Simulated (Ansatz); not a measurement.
Reaction (SMILES): F[S] (F-S) → F atom + S atom
B3LYP-D3(BJ)/def2-TZVP geometries, fixed; electronic energies without zero-point terms.

Basis-set convergence of the atomisation energy at r2SCAN with Ansatz (a program for electronic structure). Cartesian d functions, on some or all atoms, in 6-31G**, 6-311G**; all else is spherical. The program fits the integrals of some runs and decomposes those of others, by size. Open shells are unrestricted. No added dispersion term, no relativity. Functions are those of the species that has most. Reference: the value in aug-cc-pV(5+d)Z, 87.27 kcal/mol, itself unsure by roughly 0.09 kcal/mol (its mean distance from pcseg-4, aug-pcseg-3, aug-cc-pV(Q+d)Z). Deviations are taken from unrounded values.

| basis | functions | atomisation energy (kcal/mol) | minus reference (kcal/mol) |
|---|---|---|---|
| 3-21G | 22 | 65.49 | -21.79 |
| pcseg-1 | 32 | 78.24 | -9.04 |
| 6-31G** | 34 | 81.54 | -5.73 |
| 6-311G** | 45 | 76.64 | -10.63 |
| def2-TZVP | 68 | 86.18 | -1.10 |
| def2-TZVPD | 86 | 86.50 | -0.78 |
| aug-pcseg-2 | 96 | 86.74 | -0.54 |
| pcseg-3 | 124 | 87.28 | 0.00 |
| def2-QZVPP | 127 | 86.93 | -0.34 |
| def2-QZVPPD | 145 | 86.97 | -0.30 |
| aug-cc-pV(Q+d)Z | 169 | 87.14 | -0.14 |
| cc-pV(5+d)Z | 191 | 87.22 | -0.05 |
| pcseg-4 | 206 | 87.34 | 0.07 |
